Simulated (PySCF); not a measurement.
C4H7FN2Si.
InChI=1S/C4H7FN2Si/c5-1-4-2-6-3-7(4)8/h2-3H,1H2,8H3

Method: PySCF 2.14.0, density-fitted response routines, TDDFT CAM-B3LYP/def2-SVPD, vertical, gas phase, core orbitals frozen in the response. One conformer (not necessarily the lowest) at the GFN2-xTB geometry, without solvent, vibrations or thermal averaging. Torsions of this conformer, `[F:1][CH2:2][c:3]1[cH:4][n:5][cH:6][n:7]1[SiH3:8]`: F1–C2–C3–C4 131°.

Broadening: Gaussians 0.5 eV wide at half height, area fixed by f = 4.319×10⁻⁹ ∫ε dν̃. The width is an assumption, not a result. The curve ends short of the highest state used, and states not computed would add to its high-energy end.

E (eV), ε (L mol⁻¹ cm⁻¹) and a bar:
```
     5.42         14 
     5.48         35 
     5.55         98 
     5.61        214 #
     5.67        434 #
     5.74        897 ###
     5.80       1536 #####
     5.86       2436 ########
     5.92       3583 ############
     5.99       5122 ##################
     6.05       6445 ######################
     6.11       7584 ##########################
     6.18       8472 #############################
     6.24       8754 ##############################
     6.30       8589 #############################
     6.37       7914 ###########################
     6.43       7033 ########################
     6.49       5986 ####################
     6.56       4689 ################
     6.62       3618 ############
     6.68       2669 #########
     6.75       1791 ######
     6.81       1265 ####
     6.87        945 ###
```

Q: Where are the band maxima, and which computed states make them?

A: 198 nm (6.25 eV), ε about 8800, made up of S1 (72%), S2 (11%) and S3 (17%) (ε in L mol⁻¹ cm⁻¹; maxima over ε = 5, shares over 10%). The states used: S1 6.17 eV (f 0.126); S2 6.42 eV (f 0.024); S3 6.47 eV (f 0.048); S4 6.88 eV (f 0.0009); S5 7.06 eV (f 0.0049); S6 7.28 eV (f 0.010); S7 7.46 eV (f 0.0038); S8 7.47 eV (f 0.031).

Q: Coming from long wavelengths, where does ε first pass 100 L mol⁻¹ cm⁻¹?

A: At about 223 nm (5.55 eV), 0.62 eV below S1.

Q: On this curve, what absorbance would a 10⁻⁴ mol/L sample give at 193 nm over a 1 cm path?

A: 193 nm is 6.424 eV, where ε is about 7100 L mol⁻¹ cm⁻¹, so A = ε c l ≈ 0.71 (Beer–Lambert, with the gas-phase spectrum and the assumed width).

Q: What would ε be at 6.25 eV, the highest of these maxima, with half the width (0.25 eV)?

A: About 11400 L mol⁻¹ cm⁻¹ against 8760, a factor of about 1.3; a lone state at its own centre would give exactly 2.

The run took 87 s of wall time (with the writing of density and orbital grids) on an Arm Neoverse V1 with one thread, shared host, and the process peaked at 1.0 GiB of memory.
